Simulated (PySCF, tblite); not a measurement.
Isomers of C10H9F, one GFN2-xTB conformer each. Single-point energies are computed at PBE0/pcSseg-1 (PySCF, gas phase, no added dispersion term), electronic only.

```tsv
SMILES	GFN2-xTB relative energy (kcal/mol)
C#CC(=C)C/C(C#CC)=C/F	102.4
F[C@H]1C=Cc2ccccc2C1	0.0
```

Conformers: `[CH:1]#[C:2][C:3](=[CH2:4])[CH2:5]/[C:6]([C:7]#[C:8][CH3:9])=[CH:10]/[F:11]` with C2–C3–C5–C6 73°, C3–C5–C6–C7 76°; `[F:1][C@H:2]1[CH:3]=[CH:4][c:5]2[cH:6][cH:7][cH:8][cH:9][c:10]2[CH2:11]1` with F1–C2–C3–C4 92°, C3–C4–C5–C6 -166°, C9–C10–C11–C2 152°, F1–C2–C11–C10 -79°.

What does PBE0/pcSseg-1 give for the same structures?

```csv
SMILES,PBE0/pcSseg-1 E (Eh),PBE0/pcSseg-1 (kcal/mol),GFN2-xTB (kcal/mol),point group
F[C@H]1C=Cc2ccccc2C1,-485.70514,0.0,0.0,C1
C#CC(=C)C/C(C#CC)=C/F,-485.52459,113.3,102.4,C1
```

Both levels put the same isomer lowest. As drawn, the lower has an aromatic ring, which the higher lacks; the higher has a C≡C bond, which the lower lacks.

Which frontier levels, dipoles and rotational constants go with these structures?

```json
{"SMILES": "F[C@H]1C=Cc2ccccc2C1", "HOMO (eV, PBE0/pcSseg-1)": "-6.68", "LUMO (eV)": "-1.22", "dipole (D)": "1.86", "A, B, C (MHz)": "2337, 890.1, 722.2"}
{"SMILES": "C#CC(=C)C/C(C#CC)=C/F", "HOMO (eV, PBE0/pcSseg-1)": "-6.57", "LUMO (eV)": "-0.97", "dipole (D)": "1.42", "A, B, C (MHz)": "1277, 771.5, 555.9"}
```

What happens when harmonic zero-point energies from GFN2-xTB frequencies are added?

| SMILES | ZPE (kcal/mol) | electronic (kcal/mol) | with ZPE (kcal/mol) |
| --- | --- | --- | --- |
| F[C@H]1C=Cc2ccccc2C1 | 98.7 | 0.0 | 0.0 |
| C#CC(=C)C/C(C#CC)=C/F | 93.2 | 113.3 | 107.8 |

The zero-point energies span 5.5 kcal/mol. The order is unchanged.
